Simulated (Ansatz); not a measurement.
Input for Ansatz (an electronic-structure program): R-CCSD(T)/def2-TZVPP on F2HOSb (SMILES [OH][Sb]([F])[F]), a point of a torsion scan. Elements past Kr take the def2 small-core potentials; no spin–orbit coupling. The run froze 12 orbitals, filled d shells among them.

Ansatz 0.2 input:
```yaml
crystal:
  periodic: [false, false, false]
  atoms:
    - {symbol: O, position_ang: [1.08776288, -0.56882268, -0.01905287]}
    - {symbol: Sb, position_ang: [-0.52095904, -0.10008665, 0.87751990]}
    - {symbol: F, position_ang: [-1.58483978, -0.91232344, -0.57679318]}
    - {symbol: F, position_ang: [-0.48834612, 1.67457989, -0.02704260]}
    - {symbol: H, position_ang: [1.61800417, 0.20023334, -0.23418363]}
basis:
  gaussian:
    orbitals: def2-TZVPP
magnetization: {spin_polarized: false}
correlation: {method: ccsd_t, electrons: outside_noble_gas}
scf: {lower_state_search: off}
```

Program output:

```
WARN ansatz: RAYON_NUM_THREADS=1 ignored (pool sized by the plan → 1); use --threads N
Functional definition: HF
these checks for a lower state are left out or cut short: stability, starts, cluster_reference, orbital_swaps, neighbouring_geometries, increment
integrals: 0.40 GiB planned
1157 factors; integrals over basis functions are off by at most 9.4e-4 eV
mean field: 0.47 GiB planned
mean field evaluation 1: about -13975.2549 eV, gradient 5.5e1 eV
mean field evaluation 2: about -13975.4193 eV, gradient 5.5e1 eV
mean field evaluation 4: about -13980.6120 eV, gradient 2.6e0 eV
mean field evaluation 8: about -13980.6758 eV, gradient 3.1e-1 eV
mean field evaluation 16: about -13980.6762 eV, gradient 2.0e-6 eV
mean field -13980.67624271 eV, -513.7803754767 hartree, gradient 2.0e-6 eV, S^2 0.000000; 0 other end points of the search recorded, 0 dependent functions left out
12 core orbitals not correlated
reference -13980.67624271 eV, -513.7803754767 hartree; 13, 13 occupied and 132, 132 virtual orbitals, 1157 factors
second order -23.79000462 eV of doubles, -0.00000000 eV of singles
coupled cluster: 1.18 GiB planned
cycle   1  -23.10090794 eV  change    6.9e-1 eV  update   1.3e-1
cycle   2  -23.65459282 eV  change   -5.5e-1 eV  update   4.5e-2
cycle   3  -23.80865704 eV  change   -1.5e-1 eV  update   2.2e-2
cycle   4  -23.79419146 eV  change    1.4e-2 eV  update   6.3e-3
cycle   5  -23.78662099 eV  change    7.6e-3 eV  update   2.8e-3
cycle   6  -23.78857724 eV  change   -2.0e-3 eV  update   1.1e-3
cycle   7  -23.78868924 eV  change   -1.1e-4 eV  update   3.4e-4
cycle   8  -23.78837298 eV  change    3.2e-4 eV  update   1.3e-4
cycle   9  -23.78836766 eV  change    5.3e-6 eV  update   5.0e-5
cycle  10  -23.78841832 eV  change   -5.1e-5 eV  update   1.9e-5
cycle  11  -23.78838894 eV  change    2.9e-5 eV  update   7.6e-6
perturbative correction -0.81952618 eV, -0.0301170317 hartree
Total energy: -14005.28415783 eV, -514.6846996776 hartree
Checks for a lower state left out: stability, starts, cluster_reference, orbital_swaps, neighbouring_geometries, increment
```

The calculation finished and met its thresholds.

Cost: about 25 core-seconds (a rough figure).
